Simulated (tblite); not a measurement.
Compound: C₆H₆AlF.
Numbering: `[F:1][C:2]1=[CH:3][CH:4]=[CH:5][CH:6]=[CH:7][AlH:8]1` (hydrogens: H9 on C3; H10 on C4; H11 on C5; H12 on C6; H13 on C7; H14 on Al8)

Computed with GFN2-xTB (tblite), gas phase: L-BFGS steps from a force-field or distance-geometry start until the largest atomic force falls under 0.01 eV/Å.

Step 5: E = -587.5638 eV
```
atom  x, y, z in Å  |  force x, y, z in eV/Å
F1     -2.5914    1.6258   -0.6082   -0.150   0.043  -0.032
C2     -1.5518    0.8868   -0.0976   -0.027   0.061  -0.027
C3     -1.6433   -0.4450   -0.2424    0.063  -0.053  -0.046
C4     -0.6769   -1.4089    0.2306   -0.138   0.013   0.091
C5      0.6683   -1.4310    0.2628    0.080   0.165   0.192
C6      1.6726   -0.4679   -0.1336   -0.146   0.021  -0.107
C7      1.6067    0.8735   -0.0165    0.092  -0.057  -0.101
Al8     0.0424    1.9500    0.3432   -0.040  -0.186  -0.098
H9     -2.5556   -0.8692   -0.6626    0.100   0.019   0.062
H10    -1.1645   -2.3102    0.5816    0.001  -0.177  -0.057
H11     1.1096   -2.3460    0.6398    0.009  -0.138  -0.075
H12     2.5852   -0.9316   -0.5105   -0.030  -0.003   0.090
H13     2.4738    1.4237   -0.3815    0.278  -0.027  -0.045
H14     0.0240    3.4495    0.5726   -0.092   0.318   0.154
```

Step 6: E = -587.5725 eV
```
atom  x, y, z in Å  |  force x, y, z in eV/Å
F1     -2.5921    1.6228   -0.6093   -0.235   0.103  -0.065
C2     -1.5563    0.8885   -0.0949    0.052  -0.041  -0.032
C3     -1.6433   -0.4444   -0.2416    0.053  -0.029  -0.032
C4     -0.6790   -1.4083    0.2315    0.029  -0.019   0.117
C5      0.6691   -1.4285    0.2665   -0.073   0.142   0.156
C6      1.6717   -0.4655   -0.1340   -0.118  -0.138  -0.082
C7      1.6123    0.8737   -0.0157    0.025   0.059  -0.115
Al8     0.0420    1.9477    0.3335   -0.006   0.030   0.002
H9     -2.5534   -0.8712   -0.6621    0.070   0.022   0.051
H10    -1.1643   -2.3130    0.5793    0.006  -0.146  -0.065
H11     1.1095   -2.3472    0.6368    0.006  -0.109  -0.069
H12     2.5828   -0.9346   -0.5086   -0.021   0.007   0.083
H13     2.4795    1.4194   -0.3838    0.298  -0.003  -0.051
H14     0.0210    3.4601    0.5803   -0.087   0.122   0.102
```

Step 7: E = -587.5820 eV
```
atom  x, y, z in Å  |  force x, y, z in eV/Å
F1     -2.5973    1.6213   -0.6115   -0.215   0.080  -0.054
C2     -1.5609    0.8895   -0.0934    0.069  -0.017  -0.058
C3     -1.6421   -0.4433   -0.2414    0.056  -0.079   0.015
C4     -0.6795   -1.4085    0.2353   -0.073  -0.036   0.105
C5      0.6670   -1.4240    0.2743    0.029   0.008   0.095
C6      1.6688   -0.4652   -0.1366   -0.088  -0.066   0.004
C7      1.6193    0.8756   -0.0179   -0.009   0.041  -0.149
Al8     0.0416    1.9458    0.3236    0.034   0.258   0.093
H9     -2.5497   -0.8728   -0.6604    0.024   0.009   0.025
H10    -1.1639   -2.3193    0.5754    0.027  -0.063  -0.073
H11     1.1092   -2.3505    0.6318   -0.025  -0.011  -0.066
H12     2.5796   -0.9374   -0.5048   -0.004  -0.013   0.060
H13     2.4914    1.4145   -0.3871    0.257  -0.015  -0.042
H14     0.0158    3.4740    0.5905   -0.080  -0.096   0.046
```

**Question.** Estimate the geometry and energy of step 8. (The exact step hangs on the optimiser's Hessian estimate; all steps are aligned on step 7, rigid shifts and turns removed.)

**Answer.** E = -587.5891 eV, largest force 0.337 eV/Å
```
atom  x, y, z in Å  |  force x, y, z in eV/Å
F1     -2.6049    1.6213   -0.6139   -0.114  -0.005  -0.016
C2     -1.5638    0.8905   -0.0937    0.047   0.002  -0.092
C3     -1.6399   -0.4440   -0.2410    0.005   0.003   0.048
C4     -0.6822   -1.4093    0.2403    0.081  -0.038   0.082
C5      0.6667   -1.4208    0.2827   -0.106  -0.054   0.011
C6      1.6647   -0.4651   -0.1387   -0.004  -0.004   0.066
C7      1.6251    0.8773   -0.0228   -0.021   0.082  -0.167
Al8     0.0418    1.9487    0.3176    0.062   0.310   0.117
H9     -2.5464   -0.8739   -0.6587   -0.016  -0.007   0.005
H10    -1.1629   -2.3256    0.5709    0.015  -0.035  -0.059
H11     1.1084   -2.3532    0.6266   -0.022   0.022  -0.038
H12     2.5770   -0.9399   -0.5005   -0.014  -0.021   0.050
H13     2.5055    1.4100   -0.3903    0.159  -0.061  -0.025
H14     0.0101    3.4835    0.5995   -0.073  -0.193   0.018
```

The energy changes by -0.0071 eV. The first-order estimate −F·Δx gives -0.0099 eV and the mean of the old and new forces, exact on a quadratic surface, -0.0071 eV. The step makes an angle of 54° with the force vector and moves no atom by more than 0.015 Å.

What follows is the cost of the whole relaxation. On an Arm Neoverse N1 with one thread, shared host with 64 logical CPUs at a one-minute load of 62, this took 0.91 s.
